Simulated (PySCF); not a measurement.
C3H7NSi2, SMILES C=C1N=C[SiH2][SiH2]1. Atoms are numbered in the order given.

```xyz
13

C      0.8883    -1.7528    -1.6855
C      0.3444    -0.9132    -0.7801
N     -0.7820    -1.3632    -0.0611
C     -1.3340    -0.5998     0.8169
Si    -0.6650     1.1664     1.1916
Si     1.0000     0.8556    -0.4019
H      1.7627    -1.4710    -2.2789
H      0.4511    -2.7461    -1.8389
H     -2.2110    -1.0217     1.3383
H     -1.7034     2.2046     0.9118
H     -0.2387     1.2867     2.6194
H      0.9298     1.7444    -1.6001
H      2.4018     0.8330     0.1125
```

The structure is a stationary point at r2SCAN-D4/def2-SVP. The structure was generated by enumeration, and PubChem lists no compound with its InChIKey, so it may never have been made.

Computed with TDA-LC-ωPBE/def2-SVPD (PySCF).

Vertical excitations. The molecule is in vacuum.

Computed lowest excited states:
| state | energy (eV) | λ (nm) | f | main pairs |
|---|---|---|---|---|
| S1 | 3.76 | 330 | 0.000 | HOMO→LUMO 91 % |
| S2 | 5.54 | 224 | 0.000 | HOMO→LUMO+1 89 % |
| S3 | 6.03 | 206 | 0.382 | HOMO−1→LUMO 80 % |
| S4 | 6.51 | 191 | 0.001 | HOMO−2→LUMO 85 % |
| S5 | 6.73 | 184 | 0.249 | HOMO−1→LUMO+1 76 % |
| S6 | 6.88 | 180 | 0.036 | HOMO→LUMO+2 49 %, HOMO→LUMO+3 24 %, HOMO−1→LUMO+1 9 % |
| S7 | 7.07 | 175 | 0.000 | HOMO−3→LUMO 75 % |
| S8 | 7.32 | 169 | 0.008 | HOMO−1→LUMO+3 43 %, HOMO−2→LUMO+1 31 %, HOMO−1→LUMO+2 7 % |
| S9 | 7.34 | 169 | 0.026 | HOMO−2→LUMO+1 35 %, HOMO−1→LUMO+3 25 %, HOMO−1→LUMO+2 16 %, HOMO→LUMO+8 7 % |
| S10 | 7.36 | 168 | 0.216 | HOMO→LUMO+3 46 %, HOMO→LUMO+2 31 % |
| T1 | 3.06 | 405 | 0 | HOMO−1→LUMO 84 % |
| T2 | 3.09 | 402 | 0 | HOMO→LUMO 81 % |
| T3 | 4.72 | 263 | 0 | HOMO−1→LUMO+1 45 %, HOMO−7→LUMO 17 %, HOMO−1→LUMO+8 14 %, HOMO−5→LUMO 12 % |
| T4 | 5.14 | 241 | 0 | HOMO→LUMO+1 77 % |
Triplets are in the Tamm–Dancoff approximation.
